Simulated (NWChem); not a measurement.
All runs are NWChem calculations. System: HCl2Ge, charge 0, spin multiplicity 2, at a geometry optimised with UPBE0/def2-SVP. The structure started from a generated list of species. Its SCF solution wasn't tested for a lower state. Level: UHF/def2-TZVP.

Input file:

```
start mol
memory heap 200 mb stack 900 mb global 1100 mb
geometry units angstroms nocenter noautoz
  Cl    -0.550560    -0.319141     1.753949
  Ge     0.525494     0.350853     0.000000
  Cl    -0.550560    -0.319141    -1.753949
  H      1.903258    -0.376504     0.000000
  symmetry group Cs
end
basis spherical
  * library def2-tzvp
end
scf
  uhf
  nopen 1
  maxiter 100
  thresh 1e-7
  semidirect memsize 60000000 filesize 0
  # guess.movecs holds the orbitals of an unrestricted PBE0 run
  vectors input guess.movecs output mol.movecs
end
task scf energy
```

NWChem printed:

```
             Northwest Computational Chemistry Package (NWChem) 7.3.0
             --------------------------------------------------------

                                NWChem Input Module
                                -------------------

 Scaling coordinates for geometry "geometry" by  1.889725989
 (inverse scale =  0.529177249)

 Turning off AUTOSYM since
 SYMMETRY directive was detected!

                             Geometry "geometry" -> ""
                             -------------------------

 Output coordinates in angstroms (scale by  1.889725989 to convert to a.u.)

  No.       Tag          Charge          X              Y              Z
 ---- ---------------- ---------- -------------- -------------- --------------
    1 Cl                  17.0000    -0.55056000    -0.31914100     1.75394900
    2 Ge                  32.0000     0.52549400     0.35085300     0.00000000
    3 Cl                  17.0000    -0.55056000    -0.31914100    -1.75394900
    4 H                    1.0000     1.90325800    -0.37650400     0.00000000

 Effective nuclear repulsion energy (a.u.)     326.4790443289

            Nuclear Dipole moment (a.u.)
            ----------------------------
        X                 Y               Z
 ---------------- ---------------- ----------------
     0.0000491329    -0.0000037795     0.0000000000

      Symmetry information
      --------------------

 Group name             Cs
 Group number              2
 Group order               2
 No. of unique centers     3

      Symmetry unique atoms

     1    2    4


 Summary of "ao basis" -> "" (spherical)
 ------------------------------------------------------------------------------
       Tag                 Description            Shells   Functions and Types
 ---------------- ------------------------------  ------  ---------------------
 *                         def2-tzvp                  on all atoms

 Summary of "ao basis" -> "ao basis" (spherical)
 ------------------------------------------------------------------------------
       Tag                 Description            Shells   Functions and Types
 ---------------- ------------------------------  ------  ---------------------
 Cl                        def2-tzvp                13       37   5s5p2d1f
 Ge                        def2-tzvp                16       48   6s5p4d1f
 H                         def2-tzvp                 4        6   3s1p

                                 NWChem SCF Module
                                 -----------------

  ao basis        = "ao basis"
  functions       =   128
  atoms           =     4
  alpha electrons =    34
  beta  electrons =    33
  charge          =   0.00
  wavefunction    = UHF
  use symmetry    = T
  symmetry adapt  = T

 Summary of "ao basis" -> "ao basis" (spherical)
 ------------------------------------------------------------------------------
       Tag                 Description            Shells   Functions and Types
 ---------------- ------------------------------  ------  ---------------------
 Cl                        def2-tzvp                13       37   5s5p2d1f
 Ge                        def2-tzvp                16       48   6s5p4d1f
 H                         def2-tzvp                 4        6   3s1p

      Symmetry analysis of basis
      --------------------------

        a'         74
        a"         54

 Forming initial guess at       0.2s

   Symmetry analysis of molecular orbitals - initial alpha
   -------------------------------------------------------
[...]
   Bfn.  Coefficient  Atom+Function         Bfn.  Coefficient  Atom+Function
  ----- ------------  ---------------      ----- ------------  ---------------
    17      0.310475  1 Cl pz               102      0.310475  3 Cl pz
    20      0.205774  1 Cl pz               105      0.205774  3 Cl pz
    15      0.200854  1 Cl px               100     -0.200854  3 Cl px

 Vector   33  Occ=1.000000D+00  E=-4.599854D-01  Symmetry=a'
              MO Center= -3.4D-02, -2.6D-01, -8.7D-13, r^2= 4.4D+00
   Bfn.  Coefficient  Atom+Function         Bfn.  Coefficient  Atom+Function
  ----- ------------  ---------------      ----- ------------  ---------------
    15      0.339362  1 Cl px               100      0.339362  3 Cl px
    18      0.229937  1 Cl px               103      0.229937  3 Cl px
    53     -0.168725  2 Ge px               124     -0.159525  4 H  s
    12      0.156843  1 Cl px                97      0.156843  3 Cl px

 Vector   34  Occ=0.000000D+00  E=-3.864536D-03  Symmetry=a'
              MO Center=  5.2D-01,  6.9D-01,  2.0D-14, r^2= 3.4D+00
   Bfn.  Coefficient  Atom+Function         Bfn.  Coefficient  Atom+Function
  ----- ------------  ---------------      ----- ------------  ---------------
    43      0.744016  2 Ge s                 57      0.481014  2 Ge py
   125     -0.268140  4 H  s                 42      0.242595  2 Ge s
    54      0.235958  2 Ge py                19     -0.199648  1 Cl py
   104     -0.199648  3 Cl py                41     -0.159794  2 Ge s

 Vector   35  Occ=0.000000D+00  E= 1.188908D-01  Symmetry=a'
              MO Center=  4.7D-01, -1.6D-02,  3.7D-13, r^2= 5.0D+00
   Bfn.  Coefficient  Atom+Function         Bfn.  Coefficient  Atom+Function
  ----- ------------  ---------------      ----- ------------  ---------------
    43      1.080596  2 Ge s                 57     -0.790769  2 Ge py
   125     -0.586188  4 H  s                 56     -0.500479  2 Ge px
     5     -0.470049  1 Cl s                 90     -0.470049  3 Cl s
    20      0.463622  1 Cl pz               105     -0.463622  3 Cl pz
    42      0.334352  2 Ge s                 41     -0.185610  2 Ge s

 Vector   36  Occ=0.000000D+00  E= 1.294743D-01  Symmetry=a"
              MO Center=  7.1D-01,  3.3D-01, -7.6D-14, r^2= 5.0D+00
   Bfn.  Coefficient  Atom+Function         Bfn.  Coefficient  Atom+Function
  ----- ------------  ---------------      ----- ------------  ---------------
    58      1.364445  2 Ge pz                 5     -0.604576  1 Cl s
    90      0.604576  3 Cl s                 18     -0.343266  1 Cl px
   103      0.343266  3 Cl px                20      0.257546  1 Cl pz
   105      0.257546  3 Cl pz                55      0.247401  2 Ge pz
    19     -0.191102  1 Cl py               104      0.191102  3 Cl py

 center of mass
 --------------
 x =   0.02946452 y =   0.04221575 z =   0.00000000

 moments of inertia (a.u.)
 ------------------
         826.506252546763         -89.794077474348           0.000000000000
         -89.794077474348         929.833015972344           0.000000000000
           0.000000000000           0.000000000000         219.696433508465

  Mulliken analysis of the total density
  --------------------------------------

    Atom       Charge   Shell Charges
 -----------   ------   -------------------------------------------------------
    1 Cl  17    17.37   2.01  0.45  1.52  1.09  0.88  4.18  1.69  1.06  2.89  1.56  0.01  0.03  0.00
    2 Ge  32    31.31   2.00  2.00  1.16  0.80  0.85  0.49  5.98  4.42  1.57  1.17  0.55  8.93  1.08  0.10  0.15  0.05
    3 Cl  17    17.37   2.01  0.45  1.52  1.09  0.88  4.18  1.69  1.06  2.89  1.56  0.01  0.03  0.00
    4 H    1     0.96   0.22  0.56  0.16  0.01

  Mulliken analysis of the alpha density
  --------------------------------------

    Atom       Charge   Shell Charges
 -----------   ------   -------------------------------------------------------
    1 Cl  17     8.72   1.01  0.22  0.76  0.55  0.44  2.09  0.84  0.54  1.47  0.78  0.00  0.01  0.00
    2 Ge  32    16.02   1.00  1.00  0.58  0.39  0.49  0.30  2.99  2.22  0.78  0.72  0.38  4.46  0.55  0.06  0.08  0.02
    3 Cl  17     8.72   1.01  0.22  0.76  0.55  0.44  2.09  0.84  0.54  1.47  0.78  0.00  0.01  0.00
    4 H    1     0.54   0.12  0.32  0.10  0.00

   Mulliken analysis of the beta density
   -------------------------------------

    Atom       Charge   Shell Charges
 -----------   ------   -------------------------------------------------------
    1 Cl  17     8.65   1.01  0.22  0.76  0.54  0.44  2.09  0.85  0.52  1.42  0.79  0.00  0.01  0.00
    2 Ge  32    15.29   1.00  1.00  0.58  0.40  0.36  0.19  2.99  2.20  0.79  0.44  0.17  4.47  0.54  0.05  0.07  0.02
    3 Cl  17     8.65   1.01  0.22  0.76  0.54  0.44  2.09  0.85  0.52  1.42  0.79  0.00  0.01  0.00
    4 H    1     0.41   0.10  0.24  0.07  0.00

   Mulliken analysis of the spin density
   -------------------------------------

    Atom       Charge   Shell Charges
 -----------   ------   -------------------------------------------------------
    1 Cl  17     0.07   0.00  0.00 -0.00  0.00 -0.00  0.00 -0.00  0.02  0.05 -0.01  0.00 -0.00  0.00
    2 Ge  32     0.73   0.00  0.00  0.01 -0.01  0.12  0.11  0.00  0.01 -0.01  0.28  0.21 -0.01  0.01  0.01  0.01  0.00
    3 Cl  17     0.07   0.00  0.00 -0.00  0.00 -0.00  0.00 -0.00  0.02  0.05 -0.01  0.00 -0.00  0.00
    4 H    1     0.13   0.03  0.08  0.03  0.00

       Multipole analysis of the density wrt the origin
       ------------------------------------------------

     L   x y z        total         alpha         beta         nuclear
     -   - - -        -----         -----         ----         -------
     0   0 0 0     -0.000000    -34.000000    -33.000000     67.000000

     1   1 0 0      0.718487     -0.142000      0.860438      0.000049
     1   0 1 0      0.443136     -0.517482      0.960622     -0.000004
     1   0 0 1      0.000000      0.000000     -0.000000      0.000000

     2   2 0 0    -31.619027    -58.305446    -54.608688     81.295107
     2   1 1 0      0.297985    -20.540219    -19.005252     39.843456
     2   1 0 1      0.000000      0.000000      0.000000      0.000000
     2   0 2 0    -31.833303    -32.356458    -26.416308     26.939463
     2   0 1 1      0.000000      0.000000      0.000000      0.000000
     2   0 0 2    -35.280532   -205.978896   -202.818755    373.517119

 Task  times  cpu:       12.1s     wall:       12.1s

 Total times  cpu:       12.2s     wall:       12.2s
```
